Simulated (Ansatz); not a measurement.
# Which level was it?

The species is GeClF (3 atoms), meant as a singlet with charge 0. SMILES: `[F][Ge][Cl]`. The shape is that of a PBE0-D4/def2-TZVP optimisation.

```xyz
3

F     0.1104    1.4187    0.2062
Ge   -0.7628    0.0356   -0.4103
Cl    0.6416   -1.5191    0.1910
```

Orbital energies are those of the mean-field step.

A calculation with Ansatz 0.2.0 gave:

| Item | Value |
| --- | --- |
| total energy | -2631.9420 Eh |
| HOMO energy | -7.46 eV |
| LUMO energy | -3.84 eV |
| HOMO–LUMO gap | 3.62 eV |

Which of these levels gave the numbers?
A. CAM-B3LYP/def2-TZVP
B. BHLYP/def2-TZVP
C. CCSD(T)/def2-TZVP
D. SVWN5/def2-TZVP

D. The others give -2637.1347 Eh (BHLYP/def2-TZVP), -2637.3051 Eh (CAM-B3LYP/def2-TZVP), -2635.1477 Eh (CCSD(T)/def2-TZVP).
